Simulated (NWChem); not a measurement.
Molecule: isocyanic acid (CHNO); SMILES N=C=O

All runs: NWChem. The level has its own optimisation; frequencies are unscaled.

Predict the results for PBE/def2-TZVPP. Quantities: r C–N (Å); r H–N (Å); r C–O (Å); highest harmonic frequency (cm⁻¹); lowest (cm⁻¹); zero-point energy (kcal/mol); dipole (D).


```
Property                           Value
---------------------------------  -----
r C–N (Å)                          1.220
r H–N (Å)                          1.012
r C–O (Å)                          1.175
highest harmonic frequency (cm⁻¹)   3603
lowest (cm⁻¹)                        553
zero-point energy (kcal/mol)        13.0
dipole (D)                          2.09
```
